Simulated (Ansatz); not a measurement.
`O=C[SiH2][Zn][OH]` + `BS` → `BSC=O` + `[OH][Zn][SiH3]`  (substitution at a C–Si bond)

Isolated molecules relaxed with PBE0-D4/def2-TZVP in Ansatz; ΔE leaves out vibrations. CCSD(T)/CBS is the MP2 limit (def2-TZVPP, def2-QZVPP) plus CCSD(T) − MP2 in def2-TZVPP, frozen cores. This one scheme is used for every species. DFT in def2-TZVPP. B3LYP here is the variant with VWN-RPA as its local correlation; programs differ in this. For Zn outer-core shells are correlated without core-valence functions, which leaves a few kJ/mol of doubt a bond. Scalar relativity is left out up to krypton. One conformer a species, not always the lowest.

| level | ΔE (kJ/mol) | difference from CCSD(T)/CBS |
| --- | --- | --- |
| PBE-D4 | -24.5 | -11.4 |
| PBE0-D4 | -19.8 | -6.7 |
| B3LYP-D4 | -17.2 | -4.1 |
| ωB97X-V | -13.4 | -0.3 |
| ωB97M-V | -12.4 | 0.7 |
| B2PLYP | -17.4 | -4.3 |
| r2SCAN | -25.6 | -12.5 |
| PBE0 | -20.3 | -7.2 |
| MP2/def2-TZVPP | -17.9 | -4.8 |
| SCS-MP2/def2-TZVPP | -13.8 | -0.7 |
| CCSD(T)/def2-TZVPP | -12.1 | 1.0 |
| HF/def2-QZVPP | -5.3 | 7.8 |
| SCS-MP2/def2-QZVPP | -14.3 | -1.2 |
| HF/CBS(def2) | -5.4 | 7.7 |
| MP2/CBS(def2) | -18.9 | -5.8 |
| CCSD/CBS(def2) | -9.5 | 3.6 |
| CCSD(T)/CBS | -13.1 | 0 |

Largest T1 diagnostic among the species: 0.018.

From PBE to PBE0 (25 % exact exchange), in def2-TZVPP and without D4, ΔE moves by +4.6 kJ/mol. In def2-TZVPP, CCSD(T) changes the Hartree–Fock value by −7.0 kJ/mol (the triples alone add −3.6 kJ/mol) and MP2 by −12.8 kJ/mol.
